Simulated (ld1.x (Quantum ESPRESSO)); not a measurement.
# An all-electron radial function and its pseudo partner (P)

Columns: radius, all-electron u(r) and pseudo u(r) of the 3s shell (level -14.02 eV) of phosphorus in the configuration [Ne] 3s1.75 3p3.25; BLYP, scalar-relativistic, TM semilocal scheme, ld1.x (Quantum ESPRESSO) 7.5.

```
r (bohr)  all-electron  pseudo
   0.098        0.1259  0.0442
   0.195       -0.1759  0.0874
   0.292       -0.3551  0.1295
   0.390       -0.3703  0.1709
   0.488       -0.2734  0.2120
   0.585       -0.1213  0.2546
   0.682        0.0493  0.3027
   0.780        0.2171  0.3610
   0.878        0.3676  0.4320
   0.975        0.4937  0.5136
   1.072        0.5953  0.5983
   1.170        0.6741  0.6742
   1.268        0.7310  0.7310
   1.365        0.7682  0.7682
   1.463        0.7889  0.7889
   1.560        0.7953  0.7953
   1.658        0.7902  0.7902
   1.755        0.7758  0.7758
   1.852        0.7544  0.7544
   1.950        0.7273  0.7273
   2.047        0.6967  0.6967
   2.145        0.6633  0.6633
   2.242        0.6286  0.6286
   2.340        0.5929  0.5929
   2.438        0.5572  0.5572
   2.535        0.5222  0.5222
```

Question: How many radial nodes do the two functions have?

Answer: The all-electron 3s function has n − l − 1 = 2; the pseudo-wave has 0, since the states of the same l below it are removed with the core.

Question: At about which radius was the pseudo-wave matched?

Answer: 1.25 bohr, where the columns begin to agree (steps of 0.10 bohr).

Question: Is the pseudo-wave norm-conserving?

Answer: Yes: the TM semilocal scheme keeps the norm inside the radius equal to the all-electron one, which fixes the energy derivative of the logarithmic derivative at the level.
